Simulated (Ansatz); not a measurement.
`C[Si]N(C)C` and `C[N](C)[ZnH]` differ in one atom or group.

Ansatz, PBE0-D4/def2-TZVP geometries, multiplicity 1. Each molecule was computed in one conformer, which needn't be the lowest.

Scalar relativity is left out up to krypton.

```json
{"property": "LUMO energy (PBE0/def2-TZVPP) / eV", "`C[Si]N(C)C`": "-1.12"}
{"property": "HOMO–LUMO gap (PBE0/def2-TZVPP) / eV", "`C[Si]N(C)C`": "4.77"}
{"property": "HOMO–LUMO gap (PBE/def2-TZVPP) / eV", "`C[Si]N(C)C`": "2.91"}
{"property": "LUMO energy (PBE/def2-TZVPP) / eV", "`C[Si]N(C)C`": "-1.91"}
{"property": "HOMO energy (ωB97M-V/def2-TZVPP) / eV", "`C[Si]N(C)C`": "-8.00"}
{"property": "size of the dipole moment (B3LYP/def2-TZVPP) / D", "`C[Si]N(C)C`": "2.03"}
```

**Question.** Give the same properties after the change, and the shifts. (Estimate.)

**Answer.** Ansatz gave: 
```
                                        property  `C[N](C)[ZnH]`  shift
              LUMO energy (PBE0/def2-TZVPP) / eV           -0.35   0.77
            HOMO–LUMO gap (PBE0/def2-TZVPP) / eV            5.35   0.58
             HOMO–LUMO gap (PBE/def2-TZVPP) / eV            3.43   0.52
               LUMO energy (PBE/def2-TZVPP) / eV           -1.09   0.82
           HOMO energy (ωB97M-V/def2-TZVPP) / eV           -7.99   0.01
size of the dipole moment (B3LYP/def2-TZVPP) / D            0.25  -1.78
```

With PBE0 the HOMO rises by 0.18 eV and the LUMO rises by 0.77 eV, so the gap widens by about 0.59 eV. PBE moves the HOMO by 0.30 eV and ωB97M-V by 0.01 eV. The zero-point energy changes by -83.0 kJ/mol with -9 modes. Dipoles are sizes alone; their direction can turn.

B3LYP here is the variant with VWN-RPA as its local correlation; programs differ in this.
